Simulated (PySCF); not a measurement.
CH5BrGe. Atoms are numbered in the order given.

```xyz
8

Ge    -0.3517    -0.8691     0.2747
C     -2.2081    -0.3071     0.2877
Br     0.9183     0.9572    -0.3511
H     -0.0766    -1.9691    -0.7586
H      0.1449    -1.2911     1.6634
H     -2.3423     0.5239     0.9951
H     -2.8580    -1.1431     0.5899
H     -2.5041     0.0313    -0.7158
```

The structure is a stationary point at ωB97X-D3(BJ)/def2-SVP.

The numbers are results of CAM-B3LYP/def2-TZVPD in PySCF, not measurements.

Computed frontier levels, gap, dipole moment and polarisability:
highest occupied level: -9.39 eV
lowest empty level: 0.39 eV
orbital gap: 9.78 eV
dipole moment: 2.45 D
quadrupole, principal values (traceless, Buckingham form, about the centre of nuclear charge): -0.85, -0.42, 1.27 D·Å
mean static polarisability: 66.7 bohr³ (9.88 Å³)
polarisability, principal values: 57.6, 63.9, 78.4 bohr³
